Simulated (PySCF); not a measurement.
# One molecule, several mistakes: BGeH6NSi

Calculated results; nothing here was measured. The program is PySCF 2.14.0, an open-source quantum chemistry code, run on an isolated molecule that a program drew, which may never have been made. The molecule is BGeH6NSi (charge 0, singlet), drawn as the SMILES string `[SiH]N[BH][GeH3]`.

Each row is a Hartree-Fock (HF) and frozen-core CCSD(T) single point in the cc-pV(D+d)Z basis, meant for a local HF minimum. Run 1 is clean. Each other run has one planted mistake out of seven kinds, and not every kind appears here: one electron removed, one electron added, multiplicity raised by two, geometry at a saddle point, minimal basis STO-3G, one bond length entered in bohr, all coordinates scaled. The reference is restricted for singlets and unrestricted otherwise, and also for a bond in bohr. Adding or removing an electron swaps singlet and doublet. Electrons count all cores. HOMO and LUMO are orbital energies over both spins, the gradient is its largest component, and the lowest frequency (negative if imaginary) is given only where the gradient is small. Bond lengths are over the 9 bonds as drawn. T1 is the CCSD diagnostic: over 0.02 (restricted) or 0.045 (unrestricted) a single reference is doubtful. Germanium has the cc-pVDZ-PP basis, with a core potential (ECP10MDF) in place of its 10 inner electrons, and its 3s, 3p and 3d shells are frozen in CCSD(T).

Geometry of the clean run:
```xyz
10
BGeH6NSi, angstrom
Si    1.5677   -1.0913    2.6148
N     1.1458   -0.3844    1.0703
B     0.8428   -1.1398   -0.0906
Ge    0.3436   -0.2447   -1.9163
H     1.7477    0.2345    3.3408
H     1.1118    0.6156    0.9848
H     0.8801   -2.3375   -0.0004
H    -1.0571   -0.6739   -2.3801
H     1.3329   -0.6478   -3.0210
H     0.3507    1.2933   -1.8276
```

```
run  electrons  basis functions  <S^2>  HOMO (eV)  LUMO (eV)  gradient (hartree/bohr)  lowest frequency (cm^-1)  mean bond (Å)  longest bond (Å)      T1  HF (hartree)  CCSD(T) (hartree)               mistake
  1         64              104  0.000      -9.18       0.91                  1.7e-05                        80         1.5115             2.094  0.0143    -664.94201         -665.45104              no fault
  2         65              104  0.789      -0.65       6.91                  6.7e-02                         -         1.5115             2.094  0.0258    -664.93626         -665.46201    one electron added
  3         63              104  0.766     -14.71      -7.06                  6.3e-02                         -         1.5115             2.094  0.0188    -664.64484         -665.12284  one electron removed
  4         64              104  0.000      -9.05       1.03                  3.7e-02                         -         1.4601             2.023  0.0134    -664.93069         -665.43489                     ?
  5         64              104  1.049      -9.06       1.00                  1.4e-02                         -         1.7185             3.957  0.0359    -664.84704         -665.33022                     ?
```

**Which mistake was planted in run 4, and what did it cost?**

The mean and the longest bond both change by the same factor, 0.966, and the gradient is no longer small. So the mistake is: all coordinates scaled. Subtracting run 1 and multiplying by 627.51 kcal/mol a hartree, the energy moved by 7.1 kcal/mol in HF and 10.1 kcal/mol in CCSD(T).

**Which mistake was planted in run 5, and what did it cost?**

The mean bond changes by a factor of 1.137 and the longest by 1.890, so the molecule wasn't scaled as a whole. A length L in bohr read as angstrom grows by (1/0.5292 - 1) L = 0.890 L. The 9 bonds together grew by 9 x 0.2070 = 1.863 Å, which gives L = 2.094 Å. That is bond B3-Ge4, 2.094 Å in the clean geometry. So the mistake is: one bond length entered in bohr. Subtracting run 1 and multiplying by 627.51 kcal/mol a hartree, the energy moved by 59.6 kcal/mol in HF and 75.8 kcal/mol in CCSD(T).

